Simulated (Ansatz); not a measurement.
C₂H₉AlSi₂, SMILES `C[SiH2][Al]1[CH2][SiH2]1` at its PBE0-D4/def2-TZVP geometry, where that method's forces vanish. The species carries charge 0 and has multiplicity 1.

```xyz
14

C     0.2464   -0.4750   -2.9434
Si   -0.5310    0.6802   -1.6822
Al   -0.0272    0.0954    0.6417
C    -0.4824    0.5621    2.4948
Si    0.8266   -0.8347    2.6132
H    -0.1171   -1.4959   -2.8106
H     0.0038   -0.1544   -3.9591
H     1.3330   -0.4886   -2.8375
H    -2.0126    0.7098   -1.8620
H    -0.0443    2.0751   -1.9029
H    -1.4681    0.3486    2.9116
H    -0.1425    1.5356    2.8582
H     0.3128   -2.1035    3.1989
H     2.1027   -0.4547    3.2793
```

What forces (eV/Å) does ωB97M-V/def2-TZVPP give on these atoms in the Gaussian-basis code of Ansatz? (Estimate.)

Ansatz gave: 
```
C1   0.009 -0.013 -0.023
Si2 -0.078  0.116  0.021
Al3 -0.018  0.015  0.023
C4  -0.003  0.006 -0.002
Si5  0.047 -0.055  0.048
H6   0.030  0.068 -0.015
H7   0.026 -0.033  0.081
H8  -0.074 -0.004 -0.014
H9   0.160 -0.006  0.024
H10 -0.052 -0.150  0.025
H11  0.073  0.017 -0.029
H12 -0.025 -0.066 -0.024
H13  0.052  0.145 -0.052
H14 -0.148 -0.040 -0.062
```
